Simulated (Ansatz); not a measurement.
Energy needed to pull apart SnH3F (SMILES [F][SnH3]), singlet, into free ground-state atoms, from the structure below (displaced at random from a GFN2-xTB minimum); no zero-point or spin–orbit terms; open-shell atoms are treated unrestricted, in their ground-state multiplicity.

F1  (-1.354, 0.697, 0.975)
Sn2  (0.104, -0.081, -0.123)
H3  (-0.545, -0.121, -1.621)
H4  (0.254, -1.649, 0.640)
H5  (1.438, 0.927, 0.180)
(Å)

Computed with Ansatz 0.2.0 (basis: def2-TZVPP); correlated methods freeze the cores. Filled d shells of the heavier atoms are correlated. Core potentials replace the inner electrons of the atoms past krypton. The def2 sets are not built for correlating such inner shells, so the correlated values are less sure here.

| method | atomization energy (kJ/mol) |
| --- | --- |
| PBE-D4 | 1237 |
| revPBE-D4 | 1206 |
| r2SCAN-D4 | 1240 |
| PBE0-D4 | 1210 |
| r2SCAN0-D4 | 1210 |
| wB97M-V | ? |
| HF | 871 |
| MP2 | 1207 |
| CCSD | ? |
| CCSD(T) | 1226 |

(1) What does CCSD give? (To be estimated.)

(2) What does wB97M-V give? (An estimate is asked for; the value comes from the calculation.)

T1 diagnostic: at most 0.015.

Answers

(1) The calculation gives: 1209 kJ/mol, which is about 17 kJ/mol less than CCSD(T)/def2-TZVPP.

(2) By the calculation: 1243 kJ/mol, which is about 17 kJ/mol more than CCSD(T)/def2-TZVPP.

In triple zeta the MP2 and coupled-cluster atomization energies are still short of their basis limit by a few kcal/mol a bond, whereas those of the functionals are nearly converged, so these differences are not deviations from converged CCSD(T).

For scale, one of the runs: CCSD(T)/def2-TZVPP forces, 123 basis functions (an equivalent command: `ansatz run in.yaml --threads 4`). Hardware: 4 CPU threads, shared host. Wall time 31 s; peak host memory 1.1 GiB.
